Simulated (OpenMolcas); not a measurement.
**Mn4+: ligand-field states by method**

Mn4+ with 4 ligands (sulfide) in tetrahedral coordination (Td) at 2.17 Å. A charge of +1 e stands 2.8 Å behind each ligand. Ligand basis ANO-RCC-VDZP.
```
Mn    0.0000    0.0000    0.0000
S     1.2529    1.2529    1.2529
S     1.2529   -1.2529   -1.2529
S    -1.2529    1.2529   -1.2529
S    -1.2529   -1.2529    1.2529
```

```yaml
Program: OpenMolcas
Basis: ANO-RCC-VTZP [6s5p3d2f1g]
Scalar_Hamiltonian: DKH2, point nucleus
Active_space: 3 electrons in 5 orbitals (3d)
State_averaging: 2S+1 = 4 even, 10 roots; 2S+1 = 2 even, 40 roots
Spin-orbit_coupling: RASSI with atomic mean-field integrals over the reference wave functions
```

I. CASSCF
II. SS-CASPT2, IPEA 0.25 Eh, imaginary shift 0.1 Eh (closed shells correlated: 3s 3p and the ligand valence shells)

Spin-free states (labels of Td) in cm-1, each column counted from its own energy of the first state listed:

```tsv
State	Degeneracy	I	II
4T1	3	0	0
4T2	3	7225	9020
2E	2	11982	840
2S+1 = 2	3	14753	2060
2S+1 = 2	3	16431	3320
4A2	1	16850	21910
```

From I to II, I's first state of the same spin (4T2) moves from 7225 to 9020 cm-1, by about +1800 cm-1.

From I to II, I's first state of another spin (2E) moves from 11982 to 840 cm-1, by about -11000 cm-1.

χT at 300 K: I 1.46, II 1.37 cm3 K/mol.

Roots that are degenerate in the reference are averaged as groups; the widest CASPT2 spread within a group is 2700 cm-1 (the 3-fold group of multiplicity 4 near 9020 cm-1 above the lowest state of its run, II). Shifts and gaps below about the spread of the groups concerned are not significant. Over all roots computed the reference weight is 0.52 to 0.59 in II; the roots of lowest weight are the least certain, and an intruder state may touch them. An orbital triplet at a regular site is open to Jahn-Teller coupling, which can distort the site and quench the lowest spin-orbit gaps and is left out. The least metal-like active orbital is 74 % on the metal (Löwdin) and no ligand orbital is active, so the numbers are rough. The sulfide ions are held by bare point charges, a crude embedding. Ligand-to-metal charge-transfer states are missing. This ion would oxidise such ligands; the complex is a model and need not exist. With no ligand orbital active B as a rule stays too high, so bands that hang on it stand too high and its fall with covalency is understated. Without dynamic correlation the repulsion within the d shell is too large (B by tens of per cent), so at a given field states of lower spin stand too high (holds for I). With metal d orbitals alone and no dynamic correlation the field as a rule comes out too small, by tens of per cent, by up to half for chloride and softer ligands (holds for I). This shell can be high or low spin here, a state of another spin lies low, and with metal d orbitals alone active their balance is uncertain, so the ground spin may be wrong (holds for II). With one d shell and no ligand orbital active, 10Dq can be off by a tenth or more (holds for II). No measured value stands beside these numbers; the geometry was imposed, not optimised, and the real ion may take another.
